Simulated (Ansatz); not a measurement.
Gas-phase electronic energies from Ansatz, PBE0-D4/def2-TZVP geometries. CBS: MP2 limit from def2 TZ/QZ plus the TZ coupled-cluster correction, frozen cores. This one scheme is used for every species. Functionals use def2-TZVPP. B3LYP here is the variant with VWN-RPA as its local correlation; programs differ in this. One conformer a species, not always the lowest.

`C[SiH2]OB(N)F` + `C[SiH3]` → `C[SiH2]B(N)F` + `C[SiH2]O`  (formal exchange of groups at a B–O bond)

(1) Is it downhill or uphill in electronic energy at CCSD(T)/CBS, and by how much? (An estimate is asked.)

(2) What do these levels give: r2SCAN-D4, B3LYP-D4, r2SCAN, CCSD(T)/def2-TZVPP, SCS-MP2/def2-QZVPP, HF/CBS(def2)? (Estimate.)

Largest T1 diagnostic among the species: 0.012.

Results:

(1) Computed: Uphill: ΔE = +149.0 kJ/mol.

(2) Computed: r2SCAN-D4 149.8, B3LYP-D4 151.3, r2SCAN 149.7, CCSD(T)/def2-TZVPP 151.1, SCS-MP2/def2-QZVPP 155.6, HF/CBS(def2) 179.6 kJ/mol.

From PBE to PBE0 (25 % exact exchange), in def2-TZVPP and without D4, ΔE moves by +10.1 kJ/mol. In def2-TZVPP, CCSD(T) changes the Hartree–Fock value by −27.4 kJ/mol (the triples alone add −3.9 kJ/mol) and MP2 by −24.6 kJ/mol.
